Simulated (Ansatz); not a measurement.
`[CH3][Al]([OH])[SiH3]` + `C=N[SiH2]N` → `C=N[SiH2]N[SiH3]` + `[CH3][AlH][OH]`  (cleavage of the Si–Al bond)

Program: Ansatz. Geometries: PBE0-D4/def2-TZVP. ΔE: electronic, gas phase. CBS: MP2 limit from def2 TZ/QZ plus the TZ coupled-cluster correction, frozen cores. Functionals use def2-TZVPP. Each species was taken in one conformer, which may not be the lowest.

| level | ΔE (kJ/mol) | difference from CCSD(T)/CBS |
| --- | --- | --- |
| B97M-V | -52.1 | -4.2 |
| r2SCAN0-D4 | -44.0 | 3.9 |
| BHLYP-D4 | -55.5 | -7.6 |
| ωB97X-V | -46.4 | 1.5 |
| PBE-QIDH | -44.2 | 3.7 |
| PBE | -23.2 | 24.7 |
| revPBE | -21.1 | 26.8 |
| r2SCAN | -39.7 | 8.2 |
| PBE0 | -30.7 | 17.2 |
| r2SCANh | -41.1 | 6.8 |
| HF/def2-SVP | -58.8 | -10.9 |
| HF/def2-TZVPP | -62.2 | -14.3 |
| CCSD/def2-TZVPP | -48.9 | -1.0 |
| CCSD(T)/def2-TZVPP | -47.1 | 0.8 |
| MP2/def2-QZVPP | -57.6 | -9.7 |
| SCS-MP2/def2-QZVPP | -59.3 | -11.4 |
| CCSD(T)/CBS | -47.9 | 0 |

Largest T1 diagnostic among the species: 0.013.

Leaving LDA and LC-ωPBE aside and taking each functional with its dispersion term where it has one, the values, not all of them listed here, spread over 29.1 kJ/mol, from BHLYP-D4 to PBE-D4. LDA lies −5.3 kJ/mol from PBE without D4. From BLYP to BHLYP (50 % exact exchange), in def2-TZVPP and without D4, ΔE moves by −15.4 kJ/mol. In def2-TZVPP, CCSD(T) changes the Hartree–Fock value by +15.2 kJ/mol (the triples alone add +1.8 kJ/mol) and MP2 by +5.7 kJ/mol.
